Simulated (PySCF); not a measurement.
Assigning NMR signals

Geometry:
```csv
atom,x (Å),y (Å),z (Å)
C1,3.208,-1.237,-0.614
C2,2.284,-0.456,0.274
O3,2.632,0.304,1.142
O4,1.005,-0.670,0.029
Si5,-0.074,0.149,1.029
Si6,-0.523,2.378,0.550
C7,-2.007,1.361,-0.089
F8,-3.140,1.804,-0.690
C9,-1.757,0.064,0.147
C10,-2.632,-1.093,-0.177
H11,2.888,-1.140,-1.649
H12,4.227,-0.884,-0.494
H13,3.153,-2.289,-0.341
H14,0.011,-0.558,2.306
H15,-0.900,3.314,1.612
H16,0.158,3.143,-0.504
H17,-3.509,-0.778,-0.740
H18,-2.076,-1.825,-0.762
H19,-2.958,-1.580,0.742
```

PySCF 2.14 calculation with shielding tensors at PBE0/pcSseg-1 (GIAO) and GFN2-xTB geometry; non-relativistic Hamiltonian, equivalent nuclei averaged, no solvent, single conformer.

References, each an isolated molecule treated in the same way: 13C and 1H vs TMS.

(1) Assign these signals to the numbered atoms. 13C{1H} NMR (computed): δ 183.8 (C), 180.0 (C), 157.2 (C), 23.4 (CH3), 15.8 (CH3).

(2) Assign these signals to the numbered atoms. 1H NMR (300 MHz, computed): δ 5.54 (m, 1H), 4.81 (m, 1H), 4.78 (m, 1H), 2.20 (s, 3H), 2.09 (s, 3H).

## Answers

(1) 
183.8 → C7, fully substituted alkene carbon
180.0 → C2, carbonyl carbon
157.2 → C9, fully substituted alkene carbon: as expected for a trigonal carbon in a double bond
23.4 → C1, methyl carbon α to a carbonyl: the adjacent C=O deshields it moderately
15.8 → C10, allylic methyl carbon: aliphatic region, no heteroatom directly attached

(2) 
5.54 → H14, hydrogen on a silicon bonded to C, O, Si, in a 4-membered ring
4.81 → H16, hydrogen on a silicon bonded to C, Si, in a 4-membered ring
4.78 → H15, hydrogen on a silicon bonded to C, Si, in a 4-membered ring
2.20 → H11/H12/H13, hydrogen on a methyl carbon α to a carbonyl: α to C=O
2.09 → H17/H18/H19, hydrogen on an allylic methyl carbon: allylic position

H16 and H15; H11/H12/H13 and H17/H18/H19 lie closer than the usual error of such a calculation, so a measured spectrum could show them in the other order.

Splittings by 19F in the carbon and heteronuclear signals aren't shown, as no couplings were computed. Shifts are as computed. Against solution values, carbons near 30 ppm lie about +3 ppm off and those near 130 ppm about +5 ppm. Of 1309 compounds with measured shifts, 239 miss one by over three times the rms of a fit or turn the order of signals round; such compounds aren't used in these exercises. Multiplicities follow the n + 1 count of equivalent neighbours, as no J values were calculated; m marks all less simple cases, F and P coupling included.
